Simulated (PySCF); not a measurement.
How the method moves the HOMO and LUMO of `CCc1cccnc1`

Species: C7H9N.
Cartesian coordinates in Å at the PBE0-D3(BJ)/def2-SVP level; atoms count from 1:
```
atom  x, y, z in Å
C1    -2.3122    0.5273    0.5805
C2    -1.3979    0.0489   -0.5447
C3     0.0180   -0.1629   -0.0870
C4     0.9605    0.8685   -0.0808
C5     2.2433    0.6239    0.4001
C6     2.5436   -0.6560    0.8649
N7     1.6633   -1.6529    0.8658
C8     0.4429   -1.4046    0.4031
H9    -3.3413    0.6787    0.2207
H10   -2.3428   -0.2047    1.4020
H11   -1.9556    1.4799    1.0019
H12   -1.4091    0.7820   -1.3676
H13   -1.7889   -0.8928   -0.9630
H14    0.6888    1.8596   -0.4566
H15    3.0018    1.4097    0.4129
H16    3.5438   -0.8842    1.2511
H17   -0.2608   -2.2474    0.4103
```

Basis pcSseg-1 throughout (PySCF), one geometry. The structure is a single PBE0-D3(BJ)/def2-SVP conformer in the gas phase; no vibrational or solvent corrections.

How do the orbital energies, the gap and the dipole change with the method?

| method | kind | HOMO (eV) | LUMO (eV) | gap (eV) | μ (D) | SCF cycles |
| --- | --- | --- | --- | --- | --- | --- |
| OPBE | GGA | -5.68 | -1.55 | 4.12 | 2.41 | 16 |
| PBE | GGA | -5.69 | -1.65 | 4.04 | 2.42 | 16 |
| LDA | LDA | -5.80 | -1.90 | 3.89 | 2.52 | 15 |
| BP86 | GGA | -5.82 | -1.75 | 4.07 | 2.45 | 15 |
| PBE0 | global hybrid | -7.28 | -0.73 | 6.56 | 2.49 | 14 |
| HF | Hartree–Fock | -9.19 | 2.97 | 12.16 | 2.57 | 12 |
| LC-wPBE | range-separated hybrid | -9.88 | 1.41 | 11.29 | 2.54 | 13 |

The HOMO spans 4.20 eV, from OPBE down to LC-wPBE, and the gap runs from 3.89 eV (LDA) to 12.16 eV (HF). Over the methods OPBE (0 %), PBE (0 %), LDA (0 %), BP86 (0 %), PBE0 (25 %), HF (100 %), a straight line through the gap against the share of exact exchange rises by 0.82 eV for each 10 % (correlation coefficient 0.998). The dipole ranges from 2.41 D (OPBE) to 2.57 D (HF). This basis has no diffuse functions.
